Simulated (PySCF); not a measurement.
# Run times: ruthenium in x2c-TZVPall-2c with one added diffuse shell each of s, p, d type

Measured wall times of calculations with PySCF 2.14 in x2c-TZVPall-2c with one added diffuse shell each of s, p, d type (9s10p8d1f, 86 functions), with two-component X2C-1e, run from one Python driver. Hardware: 1 thread of Neoverse-V1 on a shared host, 1.3 GiB allowed. The two-electron integrals over 86 functions were computed once and kept in memory (3 CPU seconds with the set-up); the times below exclude them.

Launch command (the driver calls PySCF for each step listed in the task file):

```bash
OMP_NUM_THREADS=1 python sorun2.py TASK.json OUT
```

```
        species                                      step  iterations  wall time (s)
Ru [Kr] 4d7 5s1                            GHF, spin-free           8              3
Ru [Kr] 4d7 5s1            GMP2 (16 electrons), spin-free                        1.3
Ru [Kr] 4d7 5s1                  GHF, screened spin-orbit          13            4.5
Ru [Kr] 4d7 5s1  GMP2 (16 electrons), screened spin-orbit                        1.2
Ru [Kr] 4d6 5s2                            GHF, spin-free          12              4
Ru [Kr] 4d6 5s2            GMP2 (16 electrons), spin-free                          1
Ru [Kr] 4d6 5s2  GMP2 (16 electrons), screened spin-orbit                        1.1
```

Problem. Roughly how long does GHF, screened spin-orbit take for Ru [Kr] 4d6 5s2 here?

Solution. About 6.7 s.

Peak memory of the process: 0.3 GiB. Times on a shared host vary from run to run.
